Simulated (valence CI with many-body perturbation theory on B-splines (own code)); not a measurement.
**Cu²²⁺: calculated level list**

Computed by valence CI with perturbative core correlation (CI+MBPT): five valence electrons over a frozen Dirac-Fock core [He], radial functions for each j: 11 s, 11 p, 10 d, 8 f, 5 g, 2 h, with the one-electron correlation potential Σ1 (screened to all orders), the two-electron term Σ2, the three-electron term Σ3, Breit, model QED; selected single and double excitations, second order for the rest, scaled by the run's own slope (own B-spline code, finite nucleus).

No measured levels were compared; by estimate levels of excited configurations hold to 0.05 to 0.15 % of their energy, terms of the ground configuration to about 0.5 %. Among the levels kept, up to 5500 cm⁻¹ of a level comes from second order outside the variational space, and about a tenth of that is noise between levels of different J, which matters for small intervals.

Levels 46 to 90 of 206, with energies above the lowest level, 2s2 2p3 4S°_3/2. "Leading %" is the weight of the configuration and term that name the level; weights of strongly mixed levels are sums over their largest components and can fall short, so below about 35 % the name and the second component can differ from the true leading terms, or belong to a minority configuration. Lifetimes count E1, E2, E3, M1 and M2 decay at the calculated energies, and are blank where another channel may lead or the interval is too uncertain; long ones can be off by a factor of two.

| No. | Configuration | Term | J | E (eV) | Leading % | Second component | Lifetime |
| --- | --- | --- | --- | --- | --- | --- | --- |
| 46 | 2s2 2p2 3d | 4F | 7/2 | 1234.4 | 66 | 28 % 2s2 2p2 3d 4D | 1.51 ps |
| 47 | 2s2 2p2 3d | 4F | 5/2 | 1234.7 | 48 | 35 % 2s2 2p2 3d 2F | 209 fs |
| 48 | 2s2 2p2 3d | 4D | 1/2 | 1234.9 | 80 | 14 % 2s2 2p2 3d 2P | 328 fs |
| 49 | 2s2 2p2 3d | 4D | 3/2 | 1239.3 | 47 | 27 % 2s2 2p2 3d 2P | 91.8 fs |
| 50 | 2s2 2p2 3d | 2F | 7/2 | 1239.5 | 39 | 30 % 2s2 2p2 3d 4D | 29.9 ps |
| 51 | 2s2 2p2 3d | 2F | 5/2 | 1239.6 | 48 | 32 % 2s2 2p2 3d 4P | 58.2 fs |
| 52 | 2s2 2p2 3d | 4F | 9/2 | 1240.9 | 73 | 26 % 2s2 2p2 3d 2G | 308 ps |
| 53 | 2s 2p3 3s | 4S° | 3/2 | 1240.9 | 59 | 21 % 2s2 2p2 3p 2P° | 314 fs |
| 54 | 2s2 2p2 3p | 2P° | 3/2 | 1244.6 | 44 | 20 % 2s 2p3 3s 4S° | 688 fs |
| 55 | 2s2 2p2 3d | 4D | 5/2 | 1245.2 | 38 | 29 % 2s2 2p2 3d 4P | 41.8 fs |
| 56 | 2s2 2p2 3d | 4P | 3/2 | 1246.8 | 62 | 16 % 2s2 2p2 3d 2P | 29.4 fs |
| 57 | 2s2 2p2 3p | 2P° | 1/2 | 1247.2 | 90 | 4 % 2s2 2p2 3p 4D° | 8.66 ps |
| 58 | 2s2 2p2 3d | 4P | 1/2 | 1247.9 | 66 | 19 % 2s2 2p2 3d 2S | 30.1 fs |
| 59 | 2s2 2p2 3d | 2P | 1/2 | 1249.7 | 77 | 13 % 2s2 2p2 3d 4D | 43.2 fs |
| 60 | 2s2 2p2 3p | 2P° | 3/2 | 1250.8 | 75 | 12 % 2s2 2p2 3p 2D° | 6.69 ps |
| 61 | 2s2 2p2 3d | 2F | 7/2 | 1250.9 | 38 | 36 % 2s2 2p2 3d 2G | 52.2 fs |
| 62 | 2s2 2p2 3d | 2D | 5/2 | 1252.3 | 66 | 29 % 2s2 2p2 3d 2F | 24.5 fs |
| 63 | 2s2 2p2 3d | 2D | 3/2 | 1252.7 | 81 | 10 % 2s2 2p2 3d 2P | 47.0 fs |
| 64 | 2s 2p3 3p | 6P | 3/2 | 1257.6 | 89 | 7 % 2s 2p3 3p 4P | 4.55 ps |
| 65 | 2s 2p3 3p | 6P | 5/2 | 1258.7 | 81 | 14 % 2s 2p3 3p 4P | 1.10 ps |
| 66 | 2s 2p3 3p | 6P | 7/2 | 1262.6 | 59 | 19 % 2s2 2p2 3d 2F | 765 fs |
| 67 | 2s 2p3 3p | 6P | 7/2 | 1263.4 | 34 | 27 % 2s2 2p2 3d 2F | 889 fs |
| 68 | 2s2 2p2 3d | 2G | 9/2 | 1265.6 | 73 | 25 % 2s2 2p2 3d 4F | 281 ps |
| 69 | 2s2 2p2 3d | 2D | 3/2 | 1267.5 | 67 | 9 % 2s2 2p2 3d 4P | 36.2 fs |
| 70 | 2s2 2p2 3d | 2D | 5/2 | 1267.9 | 47 | 21 % 2s2 2p2 3d 2F | 32.1 fs |
| 71 | 2s 2p3 3s | 4D° | 1/2 | 1268.0 | 80 | 11 % 2s 2p3 3s 2P° | 355 fs |
| 72 | 2s 2p3 3s | 4D° | 3/2 | 1268.2 | 74 | 16 % 2s 2p3 3s 4P° | 394 fs |
| 73 | 2s 2p3 3s | 4D° | 5/2 | 1269.0 | 72 | 19 % 2s 2p3 3s 4P° | 383 fs |
| 74 | 2s2 2p2 3d | 2P | 1/2 | 1269.0 | 82 | 5 % 2s2 2p2 3d 4D | 52.3 fs |
| 75 | 2s2 2p2 3d | 2F | 7/2 | 1271.0 | 61 | 28 % 2s2 2p2 3d 2G | 26.3 fs |
| 76 | 2s 2p3 3p | 4P | 3/2 | 1271.0 | 84 | 6 % 2s 2p3 3p 2P | 141 fs |
| 77 | 2s 2p3 3p | 4P | 5/2 | 1271.7 | 79 | 13 % 2s 2p3 3p 6P | 121 fs |
| 78 | 2s 2p3 3p | 4P | 1/2 | 1273.0 | 92 |  | 144 fs |
| 79 | 2s 2p3 3s | 4D° | 7/2 | 1274.5 | 98 |  | 349 fs |
| 80 | 2s2 2p2 3d | 2S | 1/2 | 1274.9 | 72 | 17 % 2s2 2p2 3d 4P | 39.1 fs |
| 81 | 2s2 2p2 3d | 2P | 3/2 | 1276.1 | 74 | 10 % 2s2 2p2 3d 4P | 32.7 fs |
| 82 | 2s2 2p2 3d | 2D | 5/2 | 1276.6 | 59 | 32 % 2s2 2p2 3d 2F | 32.9 fs |
| 83 | 2s 2p3 3s | 2D° | 3/2 | 1278.0 | 70 | 17 % 2s 2p3 3s 2P° | 304 fs |
| 84 | 2s 2p3 3s | 2D° | 5/2 | 1282.9 | 80 | 11 % 2s 2p3 3s 4D° | 260 fs |
| 85 | 2s2 2p2 3d | 2D | 5/2 | 1287.8 | 78 | 8 % 2s2 2p2 3d 2F | 41.9 fs |
| 86 | 2s2 2p2 3d | 2D | 3/2 | 1289.1 | 89 |  | 33.0 fs |
| 87 | 2s 2p3 3s | 4P° | 1/2 | 1291.3 | 90 | 5 % 2s 2p3 3s 4D° | 386 fs |
| 88 | 2s 2p3 3s | 4P° | 3/2 | 1293.8 | 68 | 15 % 2s 2p3 3s 4D° | 388 fs |
| 89 | 2s 2p3 3d | 6D° | 1/2 | 1295.8 | 94 | 5 % 2s 2p3 3d 4P° | 3.52 ps |
| 90 | 2s 2p3 3d | 6D° | 3/2 | 1295.8 | 93 |  | 2.43 ps |

Names give the largest LS component (configuration and term), which can be under half, so a name can repeat, a term be missing and a line seem to break the LS rules; names also repeat where a configuration has a term twice.

Where two levels of one J and parity lie close, their mixing, g and order are uncertain.
